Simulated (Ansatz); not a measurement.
C$_{3}$H$_{9}$FNO$_{2}$Ta (`C[O][Ta](=[O])([F])[N](C)C`). Total charge 0; spin multiplicity 1. Ta: def2 effective core potential. The geometry is a stationary point of PBE0-D4/def2-TZVP. It is one conformer, not always the lowest.

```xyz
17

C    -2.451   -1.989    0.144
O    -1.095   -1.646    0.214
Ta    0.400   -0.992   -0.745
O     0.004   -0.742   -2.403
F     1.867   -2.187   -0.558
N     0.883    0.789   -0.052
C     0.971    2.045   -0.765
C     1.163    0.929    1.365
H    -2.591   -3.002    0.531
H    -3.039   -1.299    0.756
H    -2.817   -1.949   -0.886
H     0.267    2.779   -0.353
H     0.741    1.898   -1.820
H     1.980    2.469   -0.684
H     0.459    1.625    1.840
H     2.180    1.303    1.531
H     1.077   -0.031    1.885
```

Question: What is the dipole moment at PBE/def2-TZVPP? (Estimate.)

Answer: Ansatz gave: 3.70 D, with components (-1.39, 1.64, 3.01) D in this frame, pointing from negative to positive charge.

Question: And with r2SCAN, B3LYP, ωB97M-V? (Best estimate.)

Answer: Ansatz gave: r2SCAN 3.80 D, B3LYP 3.85 D, ωB97M-V 3.81 D.

Question: Give the Mulliken charges with PBE, B3LYP, r2SCAN in def2-TZVPP. (An estimate is asked.)

Answer: The calculation gave: 
```
atom    PBE  B3LYP  r2SCAN
  C1  -0.13  -0.11    0.02
  O2  -0.33  -0.41   -0.42
 Ta3   0.80   1.03    1.05
  O4  -0.37  -0.44   -0.44
  F5  -0.31  -0.36   -0.36
  N6  -0.23  -0.31   -0.33
  C7  -0.15  -0.15   -0.02
  C8  -0.15  -0.14   -0.01
  H9   0.11   0.11    0.06
 H10   0.10   0.10    0.06
 H11   0.11   0.11    0.07
 H12   0.08   0.09    0.05
 H13   0.11   0.11    0.07
 H14   0.09   0.09    0.05
 H15   0.09   0.09    0.05
 H16   0.10   0.10    0.06
 H17   0.09   0.08    0.04
```

B3LYP here is the variant with VWN-RPA as its local correlation; programs differ in this.
